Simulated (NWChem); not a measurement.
# Correlation energy of OP

```
P
O 1 1.4991
```
Charge 0, spin multiplicity 2.

Program: NWChem. Structure: optimised with UB3LYP/def2-SVP, a minimum by its harmonic frequencies.

Basis set: cc-pVTZ. Each correlation energy counts from its own Hartree-Fock reference.

| method | correlation energy (mHa) |
|---|---|
| CCSD(T) on UHF | -384.7 |
| CCSD[T] on ROHF | -393.8 |
| CCSD[T] on UHF | -386.7 |
| CCSD on ROHF | -371.6 |
| CCSD on UHF | -365.5 |
| URI-MP2 | -358.6 |
| UMP2 | -358.6 |
| SCS-UMP2 | -350.4 |
| CCSD(T) on ROHF | -391.6 |

The values span 43.4 mHa, from CCSD[T] on ROHF (lowest) to SCS-UMP2 (highest). 

The correlated methods keep 6 core orbitals frozen. The structure started from a generated list of species. The unpaired electrons of the parent sit in orbitals of symmetry b2 (C2v labels of the run); other states weren't searched. No SCF solution was tested for a lower state. Open-shell Hartree-Fock references start from PBE0 orbitals. Coupled-cluster values serve here as a point of comparison, not as the truth.
